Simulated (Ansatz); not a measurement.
**Cost against result**

The pair of CH2O (SMILES C=O, atoms 1–4) and GeH4 (SMILES [GeH4], atoms 5–9), both closed shells, in one local arrangement (a lower one may exist), relaxed at PBE0-D4/def2-TZVP:

| atom | x (Å) | y (Å) | z (Å) |
| --- | --- | --- | --- |
| C1 | 0.0667 | 0.0487 | -2.1503 |
| O2 | -0.1861 | -0.8819 | -1.4424 |
| H3 | 0.0665 | -0.0402 | -3.2545 |
| H4 | 0.3134 | 1.0470 | -1.7374 |
| Ge5 | -0.0546 | -0.0454 | 1.7073 |
| H6 | -1.4865 | -0.5108 | 1.4256 |
| H7 | 0.9365 | -1.1966 | 1.5108 |
| H8 | 0.0352 | 0.4535 | 3.1604 |
| H9 | 0.3089 | 1.1256 | 0.7806 |

Interaction energies are counterpoise-corrected; the time is that of the whole pair.

Computed with Ansatz 0.2.0 (basis: as named in each row); correlated methods freeze the cores. Filled d shells of the heavier atoms are correlated. The def2 sets are not built for correlating such inner shells, so the correlated values are less sure here. B3LYP uses VWN-RPA correlation. Extrapolation: Hartree–Fock as exp(−7.88 √X), correlation as X^−2.97.

Times are rough, for one single point on 4 threads of a shared host (Arm Neoverse V2).

The estimate by CCSD(T) at an estimated basis limit (MP2 extrapolated from triple and quadruple zeta, plus CCSD(T) − MP2 in triple zeta) is -7.6 kJ/mol.

```json
{"method": "HF", "basis": "STO-3G", "time (s)": "under 1", "interaction energy (kJ/mol)": "4.1", "method less estimate": "11.7"}
{"method": "PBE-D4", "basis": "STO-3G", "time (s)": "under 1", "interaction energy (kJ/mol)": "-1.7", "method less estimate": "5.9"}
{"method": "SPW92", "basis": "def2-SVP", "time (s)": "under 1", "interaction energy (kJ/mol)": "-11.7", "method less estimate": "-4.0"}
{"method": "PBE-D4", "basis": "def2-SVP", "time (s)": "under 1", "interaction energy (kJ/mol)": "-7.7", "method less estimate": "0.0"}
{"method": "B3LYP-D4", "basis": "6-31G", "time (s)": "under 1", "interaction energy (kJ/mol)": "-6.0", "method less estimate": "1.6"}
{"method": "PBE0-D4", "basis": "def2-SVP", "time (s)": "under 1", "interaction energy (kJ/mol)": "-7.6", "method less estimate": "0.1"}
{"method": "PBE-D4", "basis": "def2-TZVPPD", "time (s)": "2", "interaction energy (kJ/mol)": "-7.9", "method less estimate": "-0.3"}
{"method": "revPBE-D4", "basis": "def2-TZVPPD", "time (s)": "2", "interaction energy (kJ/mol)": "-6.7", "method less estimate": "1.0"}
{"method": "BLYP-D4", "basis": "def2-TZVPPD", "time (s)": "2", "interaction energy (kJ/mol)": "-6.8", "method less estimate": "0.8"}
{"method": "PBE0-D4", "basis": "def2-TZVPPD", "time (s)": "2", "interaction energy (kJ/mol)": "-7.6", "method less estimate": "0.0"}
{"method": "CCSD(T)", "basis": "def2-SVP", "time (s)": "3", "interaction energy (kJ/mol)": "-3.3", "method less estimate": "4.3"}
{"method": "wB97M-V", "basis": "def2-SVP", "time (s)": "3", "interaction energy (kJ/mol)": "-7.5", "method less estimate": "0.1"}
{"method": "r2SCAN-D4", "basis": "def2-TZVPPD", "time (s)": "3", "interaction energy (kJ/mol)": "-7.2", "method less estimate": "0.5"}
{"method": "B3LYP-D4", "basis": "def2-TZVPPD", "time (s)": "3", "interaction energy (kJ/mol)": "-7.5", "method less estimate": "0.1"}
{"method": "HSE06-D4", "basis": "def2-TZVPPD", "time (s)": "3", "interaction energy (kJ/mol)": "-7.6", "method less estimate": "0.1"}
{"method": "B2PLYP", "basis": "def2-TZVPPD", "time (s)": "6", "interaction energy (kJ/mol)": "-3.7", "method less estimate": "4.0"}
{"method": "wB97X-V", "basis": "def2-TZVPPD", "time (s)": "6", "interaction energy (kJ/mol)": "-7.9", "method less estimate": "-0.2"}
{"method": "B97M-V", "basis": "def2-TZVPPD", "time (s)": "8", "interaction energy (kJ/mol)": "-8.5", "method less estimate": "-0.9"}
{"method": "wB97M-V", "basis": "def2-TZVPPD", "time (s)": "8", "interaction energy (kJ/mol)": "-8.1", "method less estimate": "-0.4"}
{"method": "MP2", "basis": "def2-QZVPPD", "time (s)": "17", "interaction energy (kJ/mol)": "-7.2", "method less estimate": "0.4"}
{"method": "CCSD(T)", "basis": "def2-TZVPPD", "time (s)": "110", "interaction energy (kJ/mol)": "-6.7", "method less estimate": "1.0"}
```

No T1 diagnostic of these runs exceeds 0.017.
